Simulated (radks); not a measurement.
Problem. Radial electron density D(r) = 4 pi r^2 rho(r) of an atom or ion with 61 electrons. Method: scalar-relativistic Kohn-Sham, BLYP, spin-unpolarised, spherical densities, finite nucleus; Fermi nuclear charge, rms radius of each element as measured or else 0.836 A^(1/3) + 0.57 fm; computed with a radial shooting solver on a logarithmic mesh with Libxc functionals.

r (bohr)   D(r) (e/bohr)
0.0008216          2.437
0.0009642          3.190
0.001131           4.163
0.001328           5.413
0.001558           7.008
0.001829           9.030
0.002146           11.57
0.002518           14.72
0.002955           18.58
0.003468           23.23
0.00407            28.74
0.004776           35.11
0.005604           42.25
0.006577           49.98
0.007718           57.94
0.009057           65.63
0.01063            72.41
0.01247            77.54
0.01464            80.40
0.01718            80.66
0.02016            78.54
0.02365            75.06
0.02776            71.96
0.03257            71.40
0.03823            75.11
0.04486            83.36
0.05264            94.17
0.06178            103.5
0.0725             106.8
0.08508            102.0
0.09984            91.43
0.1172             81.71
0.1375             79.43
0.1613             85.45
0.1893             92.54
0.2222             90.42
0.2607             75.12
0.306              53.82
0.3591             38.97
0.4214             36.62
0.4945             41.30
0.5803             42.75
0.681              36.51
0.7991             26.19
0.9378             17.48
1.101              12.64
1.291              10.30
1.516              8.362
1.779              6.042
2.087              3.740
2.449              2.041
2.874              1.103
3.373             0.7073
3.958             0.5583
4.645             0.4626
5.451             0.3528
6.397             0.2358
7.507             0.1360
8.809            0.06694
10.34            0.02765
12.13           0.009365
14.24           0.002516
16.71          0.0005152

What is the nuclear charge?

Solution. Z = 61. The innermost maximum, from 1s, lies near gamma/Z bohr with gamma = sqrt(1 - (Z/c)^2) = 0.895, here 0.0147 bohr (found: 0.0161), and its height grows with Z. The density is that of neutral promethium in [Xe] 4f5 6s1 6p1; the configuration itself is not fixed sharply by these data, and Z only to a few units. D(r) has 4 maxima, at r = 0.0161, 0.0713, 0.200, 0.553 bohr, and minima at 0.0308, 0.132, 0.402 bohr, inside which lie 1.94, 11.17, 29.20 electrons.
